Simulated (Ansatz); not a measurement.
Cu2Se. Charge 0, multiplicity 5. Geometry PBE0-D4/def2-TZVP; atoms count from 1.

Cartesian coordinates in Å:
```
Cu -1.0619 0.9415 -0.0301
Cu 1.3544 0.4245 -0.0219
Se -0.2925 -1.3660 0.0520
```

At PBE0-D4/def2-TZVP a singlet of charge 0 lies 3.98 eV below the quintet, each at its own geometry. The structure comes from a short search, and lower isomers may exist.

(1) Estimate the Mulliken populations from the PBE0/def2-TZVP orbitals of Ansatz.

(2) Where does the spin sit?

(3) And the Mayer bond orders between heavy atoms (over 0.3)?

Answers

(1) 
| atom | charge (e) | spin (α − β) | d electrons |
| --- | --- | --- | --- |
| Cu1 | -0.03 | 1.21 | 9.60 |
| Cu2 | -0.03 | 1.21 | 9.60 |
| Se3 | 0.05 | 1.59 | – |
Mulliken values depend strongly on the basis.

(2) Summed by element: Cu 2.41, Se 1.59, of 4 unpaired in all. Largest on single atoms: Se3 1.59, Cu1 1.21, Cu2 1.21.

(3) Cu1–Cu2 0.45 (2.47 Å); Cu1–Se3 0.71 (2.43 Å); Cu2–Se3 0.71 (2.43 Å).
